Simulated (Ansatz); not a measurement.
Isolated molecules relaxed with PBE0-D4/def2-TZVP in Ansatz; ΔE leaves out vibrations. CCSD(T)/CBS adds triple-zeta CCSD(T) − MP2 to the extrapolated MP2 energy (def2 sets, frozen cores). Functionals use def2-TZVPP. def2 core potentials past Kr. For Ge, In, Se outer-core shells are correlated without core-valence functions, which leaves a few kJ/mol of doubt a bond. Scalar relativity is left out up to krypton. Each species was taken in one conformer, which may not be the lowest.

`[F][Ge]([F])([F])[SeH]` + `[Cl][InH][Cl]` → `[Cl][In]([Cl])[SeH]` + `[F][GeH]([F])[F]`  (formal exchange of groups at the Se–Ge bond)

`[F][Ge]([F])([F])[SeH]`:

Z-matrix (Å, degrees):
```
Ge
F 1 1.709
F 1 1.708 2 106.9
F 1 1.709 2 104.4 3 -113.0
Se 1 2.300 2 114.3 3 121.2
H 5 1.471 1 89.8 2 59.9
```

`[Cl][InH][Cl]`:

Z-matrix (Å, degrees):
```
In
Cl 1 2.312
Cl 1 2.312 2 111.9
H 1 1.694 2 124.1 3 -180.0
```

`[Cl][In]([Cl])[SeH]`:

Z-matrix (Å, degrees):
```
In
Cl 1 2.310
Se 1 2.472 2 121.8
Cl 1 2.307 2 116.4 3 -179.9
H 3 1.470 1 90.1 2 0.4
```

`[F][GeH]([F])[F]`:

```xyz
5

F     0.551   -1.332   -0.855
Ge   -0.027   -0.025    0.079
F    -1.276    0.702   -0.830
F     1.243    1.115    0.151
H    -0.491   -0.460    1.455
```

(1) Is it downhill or uphill in electronic energy at CCSD(T)/CBS, and by how much? (Estimate.)

(2) What do these levels give: PBE0-D4, ωB97X-V, PBE, RPA@PBE/def2-TZVPP, SCS-MP2/def2-TZVPP, MP2/CBS(def2)? (An estimate is asked.)

Largest T1 diagnostic among the species: 0.013.

Results:

(1) The calculation gave: Downhill: ΔE = -55.8 kJ/mol.

(2) Computed: PBE0-D4 -48.1, ωB97X-V -46.8, PBE -45.7, RPA@PBE/def2-TZVPP -49.4, SCS-MP2/def2-TZVPP -55.6, MP2/CBS(def2) -60.9 kJ/mol.

From BLYP to BHLYP (50 % exact exchange), in def2-TZVPP and without D4, ΔE moves by −4.4 kJ/mol. Leaving LDA and LC-ωPBE aside and taking each functional with its dispersion term where it has one, the values, not all of them listed here, spread over 10.2 kJ/mol, from BHLYP-D4 to revPBE-D4. LDA lies +3.1 kJ/mol from PBE without D4.
